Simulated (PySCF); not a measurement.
**A survey of $^{19}$F NMR shifts**

PySCF 2.14 calculation with PBE0/pcSseg-1 with gauge-including orbitals and geometry from GFN2-xTB; non-relativistic Hamiltonian, in vacuum, one conformer, rapidly exchanging positions averaged.

Shieldings were converted by a linear fit to measured shifts: $^{19}$F: δ = 146.13 − 0.903σ +14.6 on sp3 carbon (rms 6.0 ppm, 223 shifts, 7.0 ppm with the 5 outliers that the fit left out vs CFCl3, solution or neat liquid). Occasional misses reach two or three times the rms, and more in compound classes unlike the fitted ones.

Question: Give the $^{19}$F shifts of `O=C(Cl)C(F)(F)C(F)(F)F`, `FC(F)=C(F)c1nccs1`, `O=C(Cl)C(F)(F)C(F)(F)F`.

Answer: 
```json
{"compound": "[O:1]=[C:2]([Cl:3])[C:4]([F:5])([F:6])[C:7]([F:8])([F:9])[F:10]", "environment": "F8/9/10: fluorine of a CF3 group (×3)", "δ (ppm)": "-77.5"}
{"compound": "[O:1]=[C:2]([Cl:3])[C:4]([F:5])([F:6])[C:7]([F:8])([F:9])[F:10]", "environment": "F5/6: fluorine of a CF2 group (×2)", "δ (ppm)": "-115.8"}
{"compound": "[F:1][C:2]([F:3])=[C:4]([F:5])[c:6]1[n:7][cH:8][cH:9][s:10]1", "environment": "F3: vinylic fluorine", "δ (ppm)": "-92.4"}
{"compound": "[F:1][C:2]([F:3])=[C:4]([F:5])[c:6]1[n:7][cH:8][cH:9][s:10]1", "environment": "F1: vinylic fluorine", "δ (ppm)": "-95.4"}
{"compound": "[F:1][C:2]([F:3])=[C:4]([F:5])[c:6]1[n:7][cH:8][cH:9][s:10]1", "environment": "F5: vinylic fluorine", "δ (ppm)": "-188.7"}
{"compound": "[O:1]=[C:2]([Cl:3])[C:4]([F:5])([F:6])[C:7]([F:8])([F:9])[F:10]", "environment": "F8/9/10: fluorine of a CF3 group (×3)", "δ (ppm)": "-77.5"}
{"compound": "[O:1]=[C:2]([Cl:3])[C:4]([F:5])([F:6])[C:7]([F:8])([F:9])[F:10]", "environment": "F5/6: fluorine of a CF2 group (×2)", "δ (ppm)": "-115.8"}
```

Question: Order these by $^{19}$F shift, lowest first.
A. C[P@](=O)(CC(F)(F)F)C1CC1
B. C#CC[C@](C)(CF)CC#N
C. CC(C)C1=NN(C)C[C@H]1F

Answer: B (-225.7 ppm, fluorine on an sp3 carbon), C (-165.3 ppm, fluorine on an sp3 carbon), A (-59.8 ppm, fluorine of a CF3 group).
